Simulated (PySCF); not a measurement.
CaF2, singlet, at a GFN2-xTB geometry (such geometries of metal compounds can be far from the true shape), atoms displaced at random by about 0.02 Å a coordinate. Base run: PySCF with PBE/6-31G.

PySCF was given this input:
```python
from pyscf import gto, scf, dft
from pyscf.geomopt import geometric_solver

mol = gto.Mole()
mol.atom = '''
    Ca    0.497034   -0.090838   -0.169507
    F    -0.743890    1.248244   -0.806064
    F    -0.381312   -1.052360    1.202349
'''
mol.basis = '6-31g'
mol.charge = 0
mol.spin = 0
mol.verbose = 3
mol.build()

def method(m):
    mf = dft.RKS(m)
    mf.xc = 'pbe'
    return mf

conv, mol_eq = geometric_solver.kernel(method(mol), maxsteps=100)
print('optimisation converged:', conv)
print(mol_eq.tostring(format='xyz'))
mf = method(mol_eq)
mf.kernel()
```

Each row names what was changed in the base input (with any setting that the change needs).

| change | ΔE vs base (kcal/mol) | optimiser steps | core-seconds (rough) | outcome |
|---|---|---|---|---|
| base | 0.000 | 15 | 30 | converged |
| coordsys = prim | 0.025 | 11 | 20 | converged |
| convergence_set = TURBOMOLE | 0.000 | 15 | 30 | converged |
| trust = 0.02 | 0.000 | 23 | 50 | converged |
| convergence_set = GAU_VERYTIGHT | - | - | - | not converged |
| trust = 0.5 | -0.003 | 16 | 30 | converged |
| coordsys = dlc | 0.025 | 11 | 20 | converged |
